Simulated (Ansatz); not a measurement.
C₇H₁₅N₃Zr, SMILES `C[N](C)[Zr]1234([NH2])([NH2])[C@H]5[C@@H]1[C@@H]2[C@@H]3[C@H]54`, relaxed with RKS PBE0-D4/def2-TZVP in the Gaussian-basis code of Ansatz from a GFN2-xTB geometry. The force threshold is 0.005 eV/Å; the program also tests the step.

Charge 0, multiplicity 1. Zr: def2 effective core potential.

Start:

```xyz
26

C     2.158   -0.507   -1.218
N     1.039   -1.229   -0.643
C     1.473   -2.053    0.469
Zr   -0.612   -0.109   -0.317
N    -1.131    0.355   -2.236
N    -1.970   -1.558    0.158
C    -1.061    2.291    0.270
C     0.331    2.106    0.413
C     0.544    1.211    1.486
C    -0.717    0.839    2.003
C    -1.710    1.506    1.249
H     1.796    0.140   -2.029
H     2.693    0.115   -0.467
H     2.902   -1.206   -1.640
H     2.170   -2.839    0.126
H     0.601   -2.541    0.923
H     2.008   -1.468    1.249
H    -0.939   -0.376   -2.933
H    -2.112    0.626   -2.388
H    -1.909   -2.426   -0.388
H    -2.960   -1.280    0.123
H    -1.539    3.004   -0.394
H     1.100    2.657   -0.118
H     1.504    0.976    1.935
H    -0.889    0.247    2.895
H    -2.771    1.519    1.473
```

```tsv
step	energy (eV)	largest force (eV/Å)	largest move (Å)
1	-13247.5750	1.231	0.000
2	-13247.9136	0.607	0.195
3	-13248.0702	0.835	0.195
4	-13248.1881	0.539	0.200
5	-13248.2641	0.348	0.200
6	-13248.3043	0.852	0.198
7	-13248.3440	0.150	0.200
8	-13248.3586	0.078	0.109
9	-13248.3625	0.034	0.060
10	-13248.3642	0.066	0.069
11	-13248.3652	0.063	0.039
13	-13248.3672	0.055	0.087
15	-13248.3689	0.088	0.085
17	-13248.3706	0.089	0.058
19	-13248.3723	0.104	0.015
21	-13248.3734	0.025	0.034
23	-13248.3737	0.021	0.017
25	-13248.3738	0.009	0.012
27	-13248.3739	0.003	0.003
29	-13248.3739	0.008	0.010
30	-13248.3739	0.004	0.005
```

End:

```xyz
26

C     2.316   -0.511   -0.935
N     1.148   -1.148   -0.379
C     1.464   -2.422    0.215
Zr   -0.600   -0.081   -0.277
N    -0.914    0.338   -2.267
N    -1.954   -1.486    0.370
C    -1.438    2.298    0.219
C    -0.024    2.328    0.235
C     0.417    1.564    1.336
C    -0.726    1.057    1.995
C    -1.869    1.521    1.310
H     2.060    0.451   -1.391
H     3.092   -0.328   -0.175
H     2.774   -1.128   -1.723
H     1.901   -3.110   -0.524
H     0.563   -2.885    0.621
H     2.196   -2.324    1.033
H    -0.543   -0.262   -2.992
H    -1.405    1.103   -2.706
H    -2.346   -2.173   -0.262
H    -2.471   -1.525    1.236
H    -2.074    2.782   -0.508
H     0.606    2.837   -0.479
H     1.444    1.389    1.619
H    -0.722    0.423    2.870
H    -2.894    1.292    1.559
```

It took 110 s on 4 threads of an AMD EPYC 7R13 on a shared host and a share of an NVIDIA H100 80 GB, with 1.1 GiB of host memory at the peak.
